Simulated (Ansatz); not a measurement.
Species: difluoro(methyl)borane, CH₃BF₂ (charge 0, singlet). SMILES: CB(F)F
Geometry: optimised at B3LYP-D3(BJ)/def2-TZVP (Ansatz, an electronic-structure program).

Quantity: atomisation energy (electronic, to ground-state atoms), in kcal/mol. Correlated levels leave the core frozen unless marked. Open shells are spin-unrestricted. No spin-orbit coupling. No relativistic terms. The coupled-cluster limit lacks core correlation, which all-electron functionals hold. CBS marks a two-point X^-3 extrapolation of the correlation energy; Hartree-Fock from the larger set.

| level | program | atomisation energy (kcal/mol) |
|---|---|---|
| revPBE/def2-TZVPD | Ansatz | [?] |
| r2SCAN/def2-TZVPD | Ansatz | [?] |
| CAM-B3LYP-D3(BJ)/def2-TZVPD | Ansatz + dftd3 | 722.1 |
| CAM-B3LYP-D4/def2-TZVPD | Ansatz + dftd4 | 722.3 |
| LC-wPBE-D4/def2-TZVPD | Ansatz + dftd4 | 721.3 |
| SCS-MP2/cc-pVTZ | Ansatz | 711.8 |
| CCSD/aug-cc-pVTZ | Ansatz | [?] |
| CCSD(T)/CBS(cc-pVTZ,cc-pVQZ) | Ansatz | 716.8 |

### Question
Complete the blanks.

### Answer

- revPBE/def2-TZVPD, atomisation energy (kcal/mol): 703.9
- r2SCAN/def2-TZVPD, atomisation energy (kcal/mol): 720.6
- CCSD/aug-cc-pVTZ, atomisation energy (kcal/mol): 695.3
